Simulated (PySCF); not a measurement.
## `CS(=O)(=O)c1ncc(O)s1`, C4H5NO3S2

Geometry:
| atom | x (Å) | y (Å) | z (Å) |
| --- | --- | --- | --- |
| C1 | -2.250 | 0.048 | 1.530 |
| S2 | -1.828 | -0.054 | -0.219 |
| O3 | -2.271 | 1.125 | -0.906 |
| O4 | -2.227 | -1.325 | -0.753 |
| C5 | -0.040 | -0.020 | -0.194 |
| N6 | 0.673 | 0.060 | 0.869 |
| C7 | 1.997 | 0.066 | 0.605 |
| C8 | 2.312 | -0.013 | -0.724 |
| O9 | 3.544 | -0.024 | -1.244 |
| S10 | 0.853 | -0.100 | -1.681 |
| H11 | -1.843 | 0.974 | 1.913 |
| H12 | -1.813 | -0.808 | 2.025 |
| H13 | -3.330 | 0.035 | 1.609 |
| H14 | 2.703 | 0.130 | 1.410 |
| H15 | 3.518 | -0.087 | -2.206 |

Computed with PySCF, quadratic response PBE0/def2-SVPD first hyperpolarisability, Taylor convention, gas phase. Geometry: GFN2-xTB.

(1) Give the tensor of the second harmonic β(−2ω;ω,ω) at 1064 nm in the axes of these coordinates.

Results:

(1) In au, Taylor convention; rows are the first index (the induced dipole):
```tsv
	xx	yy	zz	xy	xz	yz
x	+300.8	-11.6	-44.1	+2.3	-52.9	-3.0
y	+1.8	-1.0	+2.5	-12.4	-2.7	-2.2
z	-61.0	-1.7	+47.2	-2.8	-39.8	+2.6
```
Norm of βᵢ = ⅓ Σⱼ (βᵢⱼⱼ + βⱼᵢⱼ + βⱼⱼᵢ): 247.7 au, hyper-Rayleigh value 122.0 au.
